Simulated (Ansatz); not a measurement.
# Two structures, one formula

Two relaxed structures of CH4SSe, singlet (PBE0-D4/def2-TZVP; forces vanish, vibrations not checked).

A:

```
7
angstrom
C -1.2756 0.5837 -0.3269
Se 0.1015 0.4416 0.7275
S 3.0455 -1.1436 -0.4194
H -2.0241 -0.2009 -0.3989
H -1.4203 1.4526 -0.9635
H 3.6244 -0.1729 0.3032
H 2.7593 -1.8667 0.6736
```

B:

```xyz
7
angstrom
C -0.8785 0.4735 -0.2683
Se 0.4755 0.5117 1.1294
S 2.0803 -0.5928 0.1429
H -1.2190 -0.5461 -0.4355
H -0.4756 0.9034 -1.1825
H -1.7059 1.0855 0.0956
H 1.7230 -1.8353 0.5184
```

Ansatz 0.2.0; basis: def2-TZVPP; cores frozen in the correlated methods. Filled d shells of the heavier atoms are correlated. The def2 sets are not built for correlating such inner shells, so the correlated values are less sure here. B3LYP uses VWN-RPA correlation.

(1) Which structure is lower at CCSD(T), and by how much? (An estimate is asked for; the value comes from the calculation.)

The T1 diagnostic stays at or below 0.013. The restricted Hartree–Fock reference is unstable towards an unrestricted one at one or more of these structures.

Results:

(1) By the calculation: B, by 1.375 eV (electronic energy, against the other). By their contacts, A is a complex of CH₂Se ([CH2][Se]) + H₂S and B is CH₄SSe ([CH3][Se][SH]).

All methods give the same order:

```csv
method,E(B) − E(A) (eV)
PBE-D4,-1.579
r2SCAN-D4,-1.609
PBE0-D4,-1.693
B3LYP-D4,-1.487
wB97M-V,-1.564
HF,-1.466
MP2,-1.462
CCSD,-1.413
CCSD(T),-1.375
```

Labels in which every atom is bracketed show which atoms are joined, not bond orders.

For scale, one of the runs: CCSD(T)/def2-TZVPP, 177 basis functions, launched by `ansatz run in.yaml --threads 2 --pin off --events-out ev --progress --plain --max-ram 4352MiB`. Time: 61 s of wall clock on 2 CPU threads of an Arm Neoverse V1; the host was shared. Peak host memory: 1.6 GiB.
